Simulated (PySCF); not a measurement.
Work out the structure from these simulated measurements.

Elements present: C, Cl, H, N and Si. Monoisotopic mass: 183.0038 u.

| Item | Value |
| --- | --- |
| Dipole | 1.85 D [PBE0/pcSseg-1] |
| Rotational structure | rotational constants A, B, C: 1.836, 0.426, 0.399 GHz [GFN2-xTB] |
| 1H NMR | chemical shifts (computed TMS as zero) by class: 7.72 (1 H), 5.68 (1 H), 4.20 (2 H), 3.42 (3 H), 2.27 (2 H), 1.55 (2 H) ppm [GIAO PBE0/pcSseg-1] |
| NMR, other nuclei | isotropic shieldings of nuclei other than C and H, by class: -110 (1 N), 378 (1 Si), 737 (2 Cl) ppm [GIAO PBE0/pcSseg-1] |
| 13C NMR | chemical shifts (computed TMS as zero) by class: 172.7 (1 C), 71.2 (1 C), 38.9 (1 C), 26.2 (1 C), 4.9 (1 C) ppm [GIAO PBE0/pcSseg-1] |

The electronic properties come from PySCF, for the isolated species, density fitting. Levels stand in brackets. Isolated species at its GFN2-xTB geometry (one conformer only). GFN2-xTB frequencies show an imaginary mode (57i cm⁻¹), so this geometry is no minimum at that level. Each NMR value is the plain mean over a class of atoms that symmetry, rotation or inversion makes alike.

**Question.** Which formula fits the mass and the elements?

**Answer.** C5H11Cl2NSi (calculated 183.0038). No other formula that holds each of these elements comes within 0.0003 u with a fitting electron parity and a possible valence count.

**Question.** Give a SMILES that accounts for the data.

**Answer.** Numbering: `[CH3:1]/[N:2]=[CH:3]\[CH2:4][CH2:5][SiH2:6][CH:7]([Cl:8])[Cl:9]`. Its formula, C5H11Cl2NSi, gives 1 degree of unsaturation: 0 rings and 1 π bond in the structure found. 5 carbons fall into 5 classes; from least to most shielded: imine carbon [C3] (172.7 ppm), CHCl2 carbon [C7] (71.2 ppm), N-methyl carbon [C1] (38.9 ppm), chain CH2 carbon [C4] (26.2 ppm), sp3 carbon bound to silicon [C5] (4.9 ppm). Hydrogen classes from least to most shielded: 1 H on an imine carbon, C3 (7.72 ppm), 1 H on a CHCl2 carbon, C7 (5.68 ppm), 2 H on an SiH2 silicon, Si6 (4.20 ppm), 3 H on an N-methyl carbon, C1 (3.42 ppm, a mean of values up to 1.4 ppm apart in this geometry), 2 H on a chain CH2 carbon, C4 (2.27 ppm), 2 H on an sp3 carbon bound to silicon, C5 (1.55 ppm). The other shieldings belong to: -110 ppm, imine nitrogen [N2]; 378 ppm, SiH2 silicon [Si6]; 737 ppm, alkyl chlorine [Cl8/Cl9]. The optimised geometry has point group C1 and is an asymmetric top. Structure: `C/N=C\CC[SiH2]C(Cl)Cl`. Computed isomers that give other values at the same levels: `C/C=C\[Si@@H](NC)C(Cl)Cl` (13C chemical shifts (computed TMS as zero) by class: 157.5 (1 C), 128.8 (1 C), 71.8 (1 C), 30.0 (1 C), 25.3 (1 C) ppm). The assignments are read from this structure; whether some other isomer fits the data as well wasn't checked. NMR values of atoms bound to several Cl lack the spin–orbit term that these neighbours bring.

The values belong to the conformer `[CH3:1]/[N:2]=[CH:3]\[CH2:4][CH2:5][SiH2:6][CH:7]([Cl:8])[Cl:9]`: N2–C3–C4–C5 -120°, C3–C4–C5–Si6 63°, C4–C5–Si6–C7 178°, C5–Si6–C7–Cl8 -59°.
